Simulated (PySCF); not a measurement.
[IrCl6]3- (charge -3 and singlet state).
Bonds: Ir1–Cl2, Ir1–Cl3, Ir1–Cl4, Ir1–Cl5, Ir1–Cl6, Ir1–Cl7.

Computed with PBE0-D3(BJ)/def2-SVP geometry optimisation, gas phase, def2 core potentials past Kr (PySCF).

Task: List the bond lengths and angles at this level.

Result: 
| bond | length (bohr) |
| --- | --- |
| Ir1–Cl2 and 5 like bonds | 4.596 |

Bonds in one row agree within 0.02 bohr and their mean is given. A selection of angles:
| angle | degrees |
| --- | --- |
| Cl2–Ir1–Cl3 | 179.9 |
| Cl2–Ir1–Cl4 | 90.1 |

All 6 Cl–Ir bonds measure 2.432 Å. Ir1 (iridium bonded to 6 Cl) is octahedral (the three widest angles are 180.0°, 179.9° and 179.9°, the others run from 90.0° to 90.1°).

Point group: Oh (every atom within 0.08 Å of its image). PBE0-D3(BJ)/def2-SVP frequencies: not computed here. Whether so highly charged an anion holds all its electrons in the gas phase wasn't checked; a finite basis holds them in any case. The ion is multiply charged and computed without counter-ions or solvent. The geometry's basis has no diffuse functions, a weakness for an anion.

On one thread, Intel Xeon Platinum 8488C (x86_64) (shared host), this took 1.8 min and 0.62 GiB of memory at its peak. This is the geometry optimisation.
